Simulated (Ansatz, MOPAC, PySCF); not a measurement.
Noncovalent pair: H2 (SMILES [H][H]) (first 2 atoms) with CH4S (SMILES CS); geometry from B3LYP-D3(BJ)/def2-TZVP, rigid monomers moved along the line of their centres of mass till H1···S4 is 4.23 Å.
(charge 0, multiplicity 1):
```tsv
atom	x (Å)	y (Å)	z (Å)
H	0.0296	-0.3295	0.1544
H	0.3783	-0.1610	-0.4832
C	0.7452	0.8946	4.2750
S	-0.8924	0.0953	4.2586
H	0.7506	1.7689	4.9224
H	1.4381	0.1567	4.6758
H	1.0627	1.1648	3.2699
H	-1.5809	1.1373	3.7649
```

Monomers are frozen at their geometry in the pair; levels with a basis set take the counterpoise correction. Rows marked so take none.

Cores are frozen in the correlated methods. CBS(a, b) extrapolates the correlation energy as X⁻³ and adds the Hartree–Fock energy of set b. Rows in 3-21G, 6-311+G**, 6-31G* carry no dispersion term and start afresh at each structure (6-31G* with six Cartesian d functions). The state that PM3, PM7 reach isn't checked; PM7 holds dispersion and hydrogen-bond terms.

Run with Ansatz (a quantum-chemistry and plane-wave program); MOPAC for PM3, PM7 (differences of heats of formation); PySCF for 3-21G rows, 6-311+G** rows, 6-31G* rows, the dispersion terms. Values without a source in brackets are computed.

Other levels give for the interaction energy: PBE/def2-TZVPPD -10.5; B3LYP/def2-TZVPPD -1.6; B3LYP-D3(BJ)/def2-TZVPPD -9.7; wB97M-V/def2-TZVPPD -11.4; CCSD(T)/CBS(aug-cc-pV(D+d)Z, aug-cc-pV(T+d)Z) -12.0 meV.

Common cheap choices:

| level | interaction energy (meV) | less -12.0 (CCSD(T)/CBS(aug-cc-pV(D+d)Z, aug-cc-pV(T+d)Z)) |
|---|---|---|
| PM3 | -0.7 | 11.3 |
| PM7 | -8.4 | 3.6 |
| HF/3-21G (no counterpoise) | -5.9 | 6.1 |
| HF/6-31G* | -2.8 | 9.2 |
| HF/6-31G* (no counterpoise) | -4.5 | 7.4 |
| BP86/6-31G* (no counterpoise) | 1.2 | 13.1 |
| B3LYP/6-31G* | -0.7 | 11.3 |
| B3LYP/6-311+G** (no counterpoise) | -2.3 | 9.7 |
